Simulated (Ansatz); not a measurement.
Consider the ligand exchange at the Si–S bond: `BC[SiH2]S` + `[NH2][AlH2]` → `BC[SiH2][NH][AlH2]` + H₂S.

Isolated molecules relaxed with PBE0-D4/def2-TZVP in Ansatz; ΔE leaves out vibrations. CCSD(T)/CBS adds triple-zeta CCSD(T) − MP2 to the extrapolated MP2 energy (def2 sets, frozen cores). This one scheme is used for every species. One conformer a species, not always the lowest.

| species | CCSD(T)/CBS(def2) energy (Eh) |
| --- | --- |
| `BC[SiH2]S` | -753.93032 |
| `[NH2][AlH2]` | -299.14566 |
| `BC[SiH2][NH][AlH2]` | -654.10282 |
| H₂S | -398.97279 |

Work out ΔE.

ΔE = (-654.10282) + (-398.97279) − (-753.93032) − (-299.14566) = 0.00037 Eh = +1.0 kJ/mol.

Largest T1 diagnostic among the species: 0.012.
